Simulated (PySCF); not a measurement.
## How methods differ on the excitation energy of Au

Au [Xe] 4f14 5d10 6s1 (2S) → Au [Xe] 4f14 5d9 6s1 6p1 (high-spin determinant), as a difference of total energies. All numbers are calculated (PySCF 2.14, scalar relativity through the core potential, in def2-TZVPPD with the def2 core potential (60 electrons) (6s5p3d2f1g, 59 functions)). Correlated levels: valence: 5s2 5p6 frozen; valence and next inner shell: nothing frozen outside the core potential. The calculations carry no spin-orbit coupling.

| method | excitation energy (cm⁻¹) |
| --- | --- |
| UHF | 38970 |
| LDA | 54530 |
| PBE | 52437 |
| PBE0 | 50628 |
| r2SCAN | 50111 |
| MN15 | 51267 |
| TPSS | 51187 |
| wB97X-V | 51046 |
| r2SCANh | 49655 |
| MP2 (valence) | 53081 |
| SCS-MP2 (valence) | 52878 |
| MP2 (valence and next inner shell) | 52455 |
| SCS-MP2 (valence and next inner shell) | 51788 |

The determinant of the upper state mixes LS terms, which raises its energy above the lowest term, most at the Hartree-Fock and MP2 levels.
